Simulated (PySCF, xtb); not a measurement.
C₂H₇FSi₂, SMILES F[SiH2]/C=C/[SiH3].

GFN2-xTB (xtb 6.7.1) at its own geometry gives an orbital gap of 3.51 eV and a dipole moment of 1.98 D.

Geometry: B3LYP-D3(BJ)/def2-SVP. The structure was generated by enumeration; whether it is a known compound was not checked. Other conformers were not sampled.

**Question.** What does PySCF with PBE0/def2-TZVP give? (The exact figures need the calculation; the answer reports its results.)

**Answer.** gap 6.95 eV (levels -8.39 and -1.44 eV), dipole 1.58 D.
